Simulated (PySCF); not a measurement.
Rb(I) cation (IRb), SMILES [Rb][I] (connectivity only; charge and spin as stated), charge +1, multiplicity 2.

Geometry: B3LYP-D3(BJ)/def2-TZVPD. The multiplicity is an assumed one; other spin states were not compared. The def2 effective core potentials stand for the cores of I, Rb; spin–orbit coupling is left out.

Two levels are set side by side: PBE/def2-TZVPD (PySCF) and B3LYP/def2-TZVPD (PySCF). Same geometry, gas phase. Differences are taken from unrounded values.

```json
[
 {"quantity": "α-spin orbital gap (eV)", "B3LYP": "6.27"},
 {"quantity": "β-spin orbital gap (eV)", "B3LYP": "1.74"}
]
```

Problem. What does PBE give, and how far is it from B3LYP? (The exact figures need the calculation; the answer reports its results.)

Solution. 
| quantity | PBE | PBE minus B3LYP |
|---|---|---|
| α-spin orbital gap (eV) | 5.10 | -1.17 |
| β-spin orbital gap (eV) | 0.13 | -1.62 |

Rough cost on one machine, each run with all the roots and properties that it gave: B3LYP against PBE within a factor of 2.
